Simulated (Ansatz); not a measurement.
Computed with Ansatz on PBE0-D4/def2-TZVP structures; ΔE is electronic, products minus reactants. CCSD(T)/CBS is the MP2 limit (def2-TZVPP, def2-QZVPP) plus CCSD(T) − MP2 in def2-TZVPP, frozen cores. This one scheme is used for every species. Functionals use def2-TZVPP. Each species was taken in one conformer, which may not be the lowest.

`O[SiH](F)O[SiH2]F` + H–F → `O[SiH](F)F` + `O[SiH2]F`  (ligand exchange at the Si–O bond)

```
   level  ΔE (kJ/mol)
PBE-QIDH        -25.9
 r2SCANh        -30.6
```

Q: What does CCSD(T)/CBS give? (Best estimate.)

A: The calculation gave: -23.0 kJ/mol. The listed levels differ from it by -2.9, -7.6 kJ/mol.

Q: What do rigid-rotor, harmonic-oscillator terms from PBE0-D4/def2-TZVP frequencies (298.15 K, 1 bar) make of the CCSD(T)/CBS value? (Estimate.)

A: The calculation gave: ΔZPE = +4.9 kJ/mol, ΔH = -22.5 kJ/mol, ΔS = 1 J/(mol·K), ΔG = -22.7 kJ/mol. Modes under 50 cm⁻¹ make the entropy rough.

Largest T1 diagnostic among the species: 0.012.

From r2SCAN to r2SCAN0 (25 % exact exchange), in def2-TZVPP and without D4, ΔE moves by +3.1 kJ/mol. Leaving LDA and LC-ωPBE aside and taking each functional with its dispersion term where it has one, the values, not all of them listed here, spread over 10.0 kJ/mol, from B97M-V to BHLYP-D4. LDA lies +3.8 kJ/mol from PBE without D4.
